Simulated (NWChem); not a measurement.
System: PbCl, doublet; SMILES [Cl][Pb]

Input file for NWChem:

```
start job
memory heap 200 mb stack 900 mb global 1100 mb
geometry units angstroms
  Pb    -0.219753    -0.211463    -0.209303
  Cl     1.284316     1.235865     1.223240
end
basis spherical
  * library def2-svp
end
ecp
  Pb library def2-ecp
end
dft
  odft
  mult 2
  xc pbe0
  iterations 150
end
driver
  maxiter 120
end
task dft optimize
dft
  grid fine
  convergence energy 1d-8 density 1d-7
end
task dft freq numerical
```

Parts of the log:

```
             Northwest Computational Chemistry Package (NWChem) 7.3.0
             --------------------------------------------------------

 ORDER OF PRIMARY AXIS IS BEING SET TO 4
 C4V symmetry detected

                             Geometry "geometry" -> ""
                             -------------------------

 Output coordinates in angstroms (scale by  1.889725989 to convert to a.u.)

  No.       Tag          Charge          X              Y              Z
 ---- ---------------- ---------- -------------- -------------- --------------
    1 Pb                  82.0000     0.00000000     0.00000000    -0.43472471
    2 Cl                  17.0000     0.00000000     0.00000000     2.09690744

 Effective nuclear repulsion energy (a.u.)     291.3824131557

      Symmetry information
      --------------------

 Group name             C4v
 Group number             18
 Group order               8
 No. of unique centers     2

                                Z-matrix (autoz)
                                --------

 Units are Angstrom for bonds and degrees for angles

      Type          Name      I     J     K     L     M      Value
      ----------- --------  ----- ----- ----- ----- ----- ----------
    1 Stretch                  1     2                       2.53163

                           NWChem Geometry Optimization
                           ----------------------------

 maximum gradient threshold         (gmax) =   0.000450
 rms gradient threshold             (grms) =   0.000300
 maximum cartesian step threshold   (xmax) =   0.001800
 rms cartesian step threshold       (xrms) =   0.001200
 fixed trust radius                (trust) =   0.300000
 source of zmatrix                         =   autoz

          -------------------
          Energy Minimization
          -------------------

 Using diagonal initial Hessian
 Scaling for Hessian diagonals: bonds = 1.00  angles = 0.25  torsions = 0.10

          --------
          Step   0

                                 NWChem DFT Module
                                 -----------------

[...]

      ----------------------
      Optimization converged
      ----------------------

  Step       Energy      Delta E   Gmax     Grms     Xrms     Xmax
  ---- ---------------- -------- -------- -------- -------- --------
@    1    -652.79107190  4.0D-06  0.00012  0.00012  0.00014  0.00024
                                     ok       ok       ok       ok

                                Z-matrix (autoz)
                                --------

 Units are Angstrom for bonds and degrees for angles

      Type          Name      I     J     K     L     M      Value     Gradient
      ----------- --------  ----- ----- ----- ----- ----- ---------- ----------
    1 Stretch                  1     2                       2.53188   -0.00012

                         Geometry "geometry" -> "geometry"
                         ---------------------------------

 Output coordinates in angstroms (scale by  1.889725989 to convert to a.u.)

  No.       Tag          Charge          X              Y              Z
 ---- ---------------- ---------- -------------- -------------- --------------
    1 Pb                  82.0000     0.00000000     0.00000000    -0.43485031
    2 Cl                  17.0000     0.00000000     0.00000000     2.09703303

 Effective nuclear repulsion energy (a.u.)     291.3535052019

      Symmetry information
      --------------------

 Group name             C4v
 Group number             18
 Group order               8
 No. of unique centers     2

                Final and change from initial internal coordinates
                --------------------------------------------------

                                Z-matrix (autoz)
                                --------

 Units are Angstrom for bonds and degrees for angles

[...]

 Rotational Constants
 --------------------
 A=   0.000000 cm-1  (  0.000000 K)
 B=   0.087847 cm-1  (  0.126389 K)
 C=   0.087847 cm-1  (  0.126389 K)

 Temperature                      =   298.15K
 frequency scaling parameter      =   1.0000

 Linear Molecule

 Zero-Point correction to Energy  =    0.426 kcal/mol  (  0.000679 au)
 Thermal correction to Energy     =    2.171 kcal/mol  (  0.003460 au)
 Thermal correction to Enthalpy   =    2.764 kcal/mol  (  0.004404 au)

 Total Entropy                    =   61.184 cal/mol-K
   - Translational                =   42.345 cal/mol-K (mol. weight = 242.9454)
   - Rotational                   =   17.412 cal/mol-K (symmetry #  =        1)
   - Vibrational                  =    1.427 cal/mol-K

 Cv (constant volume heat capacity) =    6.642 cal/mol-K
   - Translational                  =    2.979 cal/mol-K
   - Rotational                     =    1.986 cal/mol-K
   - Vibrational                    =    1.677 cal/mol-K

[normal modes left out]

 ----------------------------------------------------------------------------
 Normal Eigenvalue ||           Projected Infra Red Intensities
  Mode   [cm**-1]  || [atomic units] [(debye/angs)**2] [(KM/mol)] [arbitrary]
 ------ ---------- || -------------- ----------------- ---------- -----------
    1       -0.000 ||    0.000492           0.011         0.480       0.553
    2        0.000 ||    0.000476           0.011         0.464       0.534
    3        0.000 ||    0.000000           0.000         0.000       0.000
    4        0.000 ||    0.002829           0.065         2.758       3.178
    5        0.000 ||    0.002812           0.065         2.741       3.159
    6      298.025 ||    0.046795           1.080        45.618      52.575
 ----------------------------------------------------------------------------
```

Level: PBE0/def2-SVP with def2 effective core potentials on Pb, spin-unrestricted. The state is orbitally degenerate and is run as one real component. This spin state was assumed; another may lie lower. def2 effective core potentials on Pb; no spin-orbit coupling.
